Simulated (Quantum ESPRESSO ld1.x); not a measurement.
Task: These are the eigenvalues of the occupied orbitals of an atom or ion with whole-number occupations (hartree). Calculated with ld1.x of Quantum ESPRESSO 7.5: Dirac Kohn-Sham, PBE, spin-unpolarised, spherical densities, point nucleus.

1s1/2: -3059.36
2s1/2: -547.852
2p1/2: -525.838
2p3/2: -454.245
3s1/2: -135.545
3p1/2: -125.657
3p3/2: -109.790
3d3/2: -93.4733
3d5/2: -90.0729
4s1/2: -35.4279
4p1/2: -31.1889
4p3/2: -27.3494
4d3/2: -20.4318
4d5/2: -19.7141
5s1/2: -11.2254
4f5/2: -10.7945
4f7/2: -10.6374
5p1/2: -9.74425
5p3/2: -8.94912
5d3/2: -6.72953
5d5/2: -6.60501

Which element is it, and in what charge state? The configuration may be excited. Open shells, if any, are shared by 2j + 1.

Result: Z = 80, mercury, charge +11: Hg11+ in [Xe] 4f14 5d1. The list shows which subshells hold electrons but not how many an open one holds; the 1s level, -3059.4 hartree, gives Z - s = 78.2 by -(Z - s)^2/2, which with screening and relativity narrows Z to a few neighbours, and the depths of the outer levels then fix element, charge and occupations together.
